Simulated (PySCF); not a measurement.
## Xe(2+) (xenon, charge +2) across methods

[Kr] 4d10 5s1 5p5, high-spin 3P determinant (an excited configuration). Computed with PySCF 2.14 in aug-cc-pVQZ-DK3, with the spin-free X2C one-electron Hamiltonian (Gaussian nucleus).

```tsv
method	E (hartree)	mean ε 5s α (eV)	mean ε 5p α (eV)	mean ε 5p β (eV)	Σ⟨r²⟩ (bohr²)	⟨S²⟩
wB97X	-7444.75	-46.001	-31.796	-29.594	43.79	2.002
PBE0	-7444.12	-43.289	-29.497	-27.315	43.80	2.003
UHF	-7441.49267	-49.803	-33.163	-28.883	44.41	2.010
PBE	-7444.06	-40.770	-27.958	-26.350	43.76	2.003
LDA	-7437.74	-40.964	-28.067	-26.597	43.69	2.002
MN15	-7449.72	-44.059	-30.242	-28.023	43.50	2.003
r2SCAN	-7444.47	-41.773	-28.510	-26.467	43.81	2.006
```

(1) Estimate the same row for M06-2X.

## Answers

(1) E (hartree) = -7445.14; mean ε 5s α (eV) = -45.913; mean ε 5p α (eV) = -31.055; mean ε 5p β (eV) = -28.016; Σ⟨r²⟩ (bohr²) = 43.90; ⟨S²⟩ = 2.009.
